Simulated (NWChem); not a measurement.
System: CH₂AlNO; SMILES [N]([AlH2])=C=O

NWChem input:

```
start job
memory heap 200 mb stack 900 mb global 1100 mb
geometry units angstroms noautoz
  Al    -0.000009    -1.744092     0.000000
  H      0.000360    -2.475401     1.411252
  H      0.000360    -2.475401    -1.411252
  N     -0.001644     0.047021     0.000000
  C     -0.000482     1.261185     0.000000
  O      0.000700     2.443400     0.000000
end
basis spherical
  * library def2-svp
end
dft
  xc r2scan
  iterations 150
  mulliken
end
task dft energy
```

Parts of the log:

```
             Northwest Computational Chemistry Package (NWChem) 7.3.0
             --------------------------------------------------------

 C2V symmetry detected

                             Geometry "geometry" -> ""
                             -------------------------

 Output coordinates in angstroms (scale by  1.889725989 to convert to a.u.)

  No.       Tag          Charge          X              Y              Z
 ---- ---------------- ---------- -------------- -------------- --------------
    1 Al                  13.0000     0.00000000     0.00000000     1.73907695
    2 H                    1.0000     0.00000000     1.41125200     2.47038591
    3 H                    1.0000     0.00000000    -1.41125200     2.47038591
    4 N                    7.0000     0.00000000     0.00000000    -0.05203590
    5 C                    6.0000     0.00000000     0.00000000    -1.26620000
    6 O                    8.0000     0.00000000     0.00000000    -2.44841510

 Effective nuclear repulsion energy (a.u.)     120.5704984043

      Symmetry information
      --------------------

 Group name             C2v
 Group number             16
 Group order               4
 No. of unique centers     5

                                 NWChem DFT Module
                                 -----------------

 Summary of "ao basis" -> "ao basis" (spherical)
 ------------------------------------------------------------------------------
       Tag                 Description            Shells   Functions and Types
 ---------------- ------------------------------  ------  ---------------------
 Al                         def2-svp                 8       18   4s3p1d
 H                          def2-svp                 3        5   2s1p
 N                          def2-svp                 6       14   3s2p1d
 C                          def2-svp                 6       14   3s2p1d
 O                          def2-svp                 6       14   3s2p1d

      Symmetry analysis of basis
      --------------------------

        a1         34
        a2          5
        b1         14
        b2         17

            General Information
            -------------------
          SCF calculation type: DFT
          Wavefunction type:  closed shell.
          No. of atoms     :     6
          No. of electrons :    36
           Alpha electrons :    18
            Beta electrons :    18
          Charge           :     0
          Spin multiplicity:     1
          Use of symmetry is: on ; symmetry adaption is: on
          Maximum number of iterations: 150
          AO basis - number of functions:    70
                     number of shells:    32
          Convergence on energy requested:  1.00D-06
          Convergence on density requested:  1.00D-05
          Convergence on gradient requested:  5.00D-04

              XC Information
              --------------
                      r^2SCAN Method XC Functional
               r^2SCAN metaGGA Exchange Functional  1.000
                     r^2SCAN Correlation Potential  1.000

             Grid Information
             ----------------
          Grid used for XC integration:  medium
          Radial quadrature: Mura-Knowles
          Angular quadrature: Lebedev.
          Tag              B.-S. Rad. Rad. Pts. Rad. Cut. Ang. Pts.
          ---              ---------- --------- --------- ---------
          Al                  1.25       88           9.0       590
          H                   0.35       45          11.0       434
          N                   0.65       49           8.0       434
          C                   0.70       49          11.0       434
          O                   0.60       49          12.0       434
          Grid pruning is: on
          Number of quadrature shells:   280
          Spatial weights used:  Erf1

      Superposition of Atomic Density Guess
      -------------------------------------

 Sum of atomic energies:        -409.35012123

      Non-variational initial energy
      ------------------------------

 Total energy =    -410.689468
 1-e energy   =    -803.894694
 2-e energy   =     272.634728
 HOMO         =      -0.344435
 LUMO         =      -0.007436

      Symmetry analysis of molecular orbitals - initial
      -------------------------------------------------

  Numbering of irreducible representations:

     1 a1          2 a2          3 b1          4 b2

  Orbital symmetries:

     1 a1          2 a1          3 a1          4 a1          5 a1
     6 a1          7 b2          8 b1          9 a1         10 a1
    11 a1         12 a1         13 b2         14 b1         15 a1
    16 b2         17 b1         18 b2         19 b1         20 a1
    21 b2         22 a1         23 b1         24 a1         25 b2
    26 a1         27 b2         28 a1

     ---------------------------------------------
      Total Density - Mulliken Population Analysis
     ---------------------------------------------

    Atom       Charge   Shell Charges
 -----------   ------   -------------------------------------------------------
    1 Al  13    12.10   2.00  1.99  0.89  0.19  5.93  0.60  0.36  0.13
    2 H    1     1.21   0.70  0.51  0.01
    3 H    1     1.21   0.70  0.51  0.01
    4 N    7     7.72   1.99  1.07  0.46  2.57  1.62  0.01
    5 C    6     5.18   1.99  0.90  0.17  1.48  0.54  0.10
    6 O    8     8.58   1.99  1.13  0.65  2.98  1.82  0.01

   convergence    iter        energy       DeltaE   RMS-Dens  Diis-err
 ---------------- ----- ----------------- --------- --------- ---------
 d= 0,ls=0.0,diis     1   -411.3387562449 -5.32D+02  1.92D-02  8.09D-01
 d= 0,ls=0.0,diis     2   -411.1322487820  2.07D-01  1.26D-02  3.08D+00
 d= 0,ls=0.0,diis     3   -411.4238320292 -2.92D-01  4.34D-03  1.23D-01
 d= 0,ls=0.0,diis     4   -411.4262958951 -2.46D-03  2.43D-03  8.80D-02
 d= 0,ls=0.0,diis     5   -411.4363827313 -1.01D-02  3.32D-04  8.79D-04
  Resetting Diis
 d= 0,ls=0.0,diis     6   -411.4365009265 -1.18D-04  4.53D-05  8.05D-06
 d= 0,ls=0.0,diis     7   -411.4365018295 -9.03D-07  4.27D-05  2.12D-06
 d= 0,ls=0.0,diis     8   -411.4365011432  6.86D-07  2.82D-05  7.85D-06
 d= 0,ls=0.0,diis     9   -411.4365020489 -9.06D-07  7.72D-06  1.11D-06

         Total DFT energy =     -411.436502048865
      One electron energy =     -805.890802394950
           Coulomb energy =      314.034211036107
    Exchange-Corr. energy =      -40.150409094355
 Nuclear repulsion energy =      120.570498404334

 Numeric. integr. density =       35.999998777418

                  Occupations of the irreducible representations
                  ----------------------------------------------

                     irrep           alpha         beta
                     --------     --------     --------
                     a1               11.0         11.0
                     a2                0.0          0.0
                     b1                3.0          3.0
                     b2                4.0          4.0

                       DFT Final Molecular Orbital Analysis
                       ------------------------------------

 Vector   16  Occ=2.000000D+00  E=-3.048950D-01  Symmetry=b2
              MO Center= -2.7D-16, -7.0D-16,  1.2D+00, r^2= 4.8D+00
   Bfn.  Coefficient  Atom+Function         Bfn.  Coefficient  Atom+Function
  ----- ------------  ---------------      ----- ------------  ---------------
    19      0.259328  2 H  s                 24     -0.259328  3 H  s
    61     -0.248105  6 O  py                33     -0.241565  4 N  py
     9      0.238047  1 Al py                36      0.190942  4 N  py
    64     -0.170025  6 O  py                12      0.161320  1 Al py
    20      0.151410  2 H  s                 25     -0.151410  3 H  s

 Vector   17  Occ=2.000000D+00  E=-2.845395D-01  Symmetry=b1
              MO Center= -2.0D-16, -2.6D-16, -9.0D-01, r^2= 2.3D+00
   Bfn.  Coefficient  Atom+Function         Bfn.  Coefficient  Atom+Function
  ----- ------------  ---------------      ----- ------------  ---------------
    32      0.444061  4 N  px                60      0.415114  6 O  px
    35     -0.365524  4 N  px                63      0.296935  6 O  px
    11     -0.087818  1 Al px                 8     -0.083422  1 Al px
    46     -0.064853  5 C  px                55      0.055310  5 C  d  1
     5      0.051925  1 Al px                17     -0.038817  1 Al d  1

 Vector   18  Occ=2.000000D+00  E=-2.660216D-01  Symmetry=b2
              MO Center= -1.0D-16,  2.8D-15,  1.6D-01, r^2= 4.8D+00
   Bfn.  Coefficient  Atom+Function         Bfn.  Coefficient  Atom+Function
  ----- ------------  ---------------      ----- ------------  ---------------
    33      0.385583  4 N  py                61      0.342084  6 O  py
    36     -0.305646  4 N  py                64      0.253264  6 O  py
    19      0.201833  2 H  s                 20      0.201118  2 H  s
    24     -0.201833  3 H  s                 25     -0.201118  3 H  s
     9      0.120047  1 Al py                47     -0.097870  5 C  py

 Vector   19  Occ=0.000000D+00  E=-7.906194D-02  Symmetry=b1
              MO Center= -2.7D-14, -5.9D-16,  1.3D+00, r^2= 4.5D+00
   Bfn.  Coefficient  Atom+Function         Bfn.  Coefficient  Atom+Function
  ----- ------------  ---------------      ----- ------------  ---------------
    11      0.680511  1 Al px                 8      0.385103  1 Al px
    46     -0.233693  5 C  px                 5     -0.195929  1 Al px
    49     -0.191460  5 C  px                60      0.170475  6 O  px
    63      0.166838  6 O  px                32      0.055555  4 N  px
    35     -0.045860  4 N  px

 Vector   20  Occ=0.000000D+00  E= 1.108072D-02  Symmetry=a1
              MO Center=  3.2D-14, -5.2D-14,  1.1D+00, r^2= 4.7D+00
   Bfn.  Coefficient  Atom+Function         Bfn.  Coefficient  Atom+Function
  ----- ------------  ---------------      ----- ------------  ---------------
     4      1.158266  1 Al s                 31     -0.612492  4 N  s
    20     -0.501188  2 H  s                 25     -0.501188  3 H  s
    13     -0.460862  1 Al pz                 3      0.405715  1 Al s
    45      0.352303  5 C  s                 59     -0.284356  6 O  s
    30     -0.271729  4 N  s                  2      0.215875  1 Al s

 Vector   21  Occ=0.000000D+00  E= 1.481595D-02  Symmetry=b2
              MO Center= -1.5D-16,  5.2D-14, -7.3D-01, r^2= 3.1D+00
   Bfn.  Coefficient  Atom+Function         Bfn.  Coefficient  Atom+Function
  ----- ------------  ---------------      ----- ------------  ---------------
    47     -0.570681  5 C  py                12      0.565849  1 Al py
    50     -0.532274  5 C  py                20     -0.406718  2 H  s
    25      0.406718  3 H  s                 64      0.355749  6 O  py
    61      0.344591  6 O  py                36      0.292284  4 N  py
    33     -0.248580  4 N  py                 9      0.150763  1 Al py

     ---------------------------------------------
      Total Density - Mulliken Population Analysis
     ---------------------------------------------

    Atom       Charge   Shell Charges
 -----------   ------   -------------------------------------------------------
    1 Al  13    12.28   2.00  1.99  0.89  0.09  5.93  0.82  0.40  0.17
    2 H    1     1.19   0.72  0.46  0.01
    3 H    1     1.19   0.72  0.46  0.01
    4 N    7     7.33   1.99  1.00  0.45  2.42  1.45  0.02
    5 C    6     5.86   1.99  0.94  0.12  1.98  0.71  0.12
    6 O    8     8.16   1.99  1.13  0.61  2.81  1.61  0.02

     -------------------------------------------
      Total Density - Lowdin Population Analysis
     -------------------------------------------

    Atom       Charge   Shell Charges
 -----------   ------   -------------------------------------------------------
    1 Al  13    12.47   2.00  1.94  0.59  0.30  5.81  0.91  0.63  0.29
    2 H    1     1.15   0.63  0.50  0.01
    3 H    1     1.15   0.63  0.50  0.01
    4 N    7     7.26   1.97  0.76  0.46  2.26  1.78  0.03
    5 C    6     5.87   1.97  0.61  0.26  1.77  1.01  0.26
    6 O    8     8.10   1.97  0.93  0.64  2.66  1.86  0.03

     Multipole analysis of the density
     ---------------------------------

     L   x y z        total         alpha         beta         nuclear
     -   - - -        -----         -----         ----         -------
     0   0 0 0     -0.000000    -18.000000    -18.000000     36.000000

     1   1 0 0     -0.000000     -0.000000     -0.000000      0.000000
     1   0 1 0      0.000000      0.000000      0.000000      0.000000
     1   0 0 1      0.749984      0.374992      0.374992     -0.000000

     2   2 0 0    -19.313808     -9.656904     -9.656904      0.000000
     2   1 1 0     -0.000000     -0.000000     -0.000000      0.000000
     2   1 0 1      0.000000      0.000000      0.000000      0.000000
     2   0 2 0    -24.024236    -19.124365    -19.124365     14.224493
     2   0 1 1     -0.000000     -0.000000     -0.000000      0.000000
     2   0 0 2    -26.649034   -208.160154   -208.160154    389.671274
```

Level: r2SCAN/def2-SVP. Structure relaxed at the PBE-D3(BJ)/def2-SVP level.
